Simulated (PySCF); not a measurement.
Gd(2+): ionisation energy

Gd(2+) [Xe] 4f7 5d1 [4f5/2^6 4f7/2^1 5d3/2^1, M_J = 2] → Gd(3+) [Xe] 4f7 [4f5/2^6 4f7/2^1, M_J = 7/2], as a difference of total energies. All numbers are calculated (PySCF 2.14, the two-component X2C-1e Hamiltonian, in x2c-TZVPall-2c (11s11p10d4f1g, 131 functions)). Correlated levels: [Ar] 3d10 frozen; the 18 highest virtual spinors dropped. "Screened" scales the spin-orbit matrix elements by Boettger's factors to mimic the two-electron term; Breit and QED terms are absent.

```
                    method  ionisation energy (eV)
           GHF (spin-free)                  19.461
          GMP2 (spin-free)                  20.276
 GHF (screened spin-orbit)                  19.579
GMP2 (screened spin-orbit)                  20.423
```

**Question.** How much does correlation contribute at GMP2 (screened spin-orbit)?

**Answer.** 20.423 − (19.579) = 0.844 eV, measured against GHF (screened spin-orbit).

The spin-free rows relax to the high-spin LS determinant and lack the spin-orbit shift.

The labels give the starting determinants; with spin-orbit coupling the two ends relaxed to ⟨J²⟩ = 9.63, ⟨L²⟩ = 6.03, ⟨S²⟩ = 19.83 and ⟨J²⟩ = 15.76, ⟨L²⟩ = 0.11, ⟨S²⟩ = 15.68.

The determinant of Gd(2+) mixes levels of different J (the jj label is only the starting occupation), so the difference between spin-free and spin-orbit rows is not the physical spin-orbit shift.

For comparison: 20.54 ± 0.03 eV (semi-empirical (NIST evaluation); NIST Atomic Spectra Database, ionization energies).
